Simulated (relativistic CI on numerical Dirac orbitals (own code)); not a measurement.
## One change at a time: Cu XXVII

Base calculation: Dirac-Coulomb-Breit CI, separate exchange-only KLI orbitals for each configuration, model QED, unscaled Slater integrals.

Configuration list (outside the closed core 1s2): 2s, 2p, 3s, 3p, 3d, 4s, 4p, 4d, 4f, 5s, 5p, 5d, 5f, 5g, 6s, 6p, 6d. Levels of other configurations are missing.

Variants: (1) Breit term removed. Shifts of the energy above 2s ²S1/2, in eV, for the lowest level and the first level of each name with at least 55 % of one term (blank where a level changes its place among those of its configuration and J or its character, or is not in the variant):

```tsv
Level	Base	Δ(1)
2s ²S1/2	0.00	0.00
2p ²P°1/2	55.31	-0.75
2p ²P°3/2	80.89	+0.11
3s ²S1/2	1452.22	+0.56
3p ²P°1/2	1467.58	+0.35
3p ²P°3/2	1475.15	+0.60
3d ²D3/2	1480.85	+0.77
3d ²D5/2	1483.25	+0.78
4s ²S1/2	1952.92	+0.69
4p ²P°1/2	1959.25	+0.60
4p ²P°3/2	1962.43	+0.71
4d ²D3/2	1964.80	+0.77
4d ²D5/2	1965.81	+0.78
4f ²F°5/2	1965.94	+0.78
```

At this charge energies of transitions that change n are usually good to better than 1 %, and those within a shell (Δn = 0) to a few per cent.

Ionisation energy from the two ground configurations alone: base 2586.72 eV; Breit term removed 2587.5 eV. The NIST ASD value (theoretical) is 2586.95 eV.
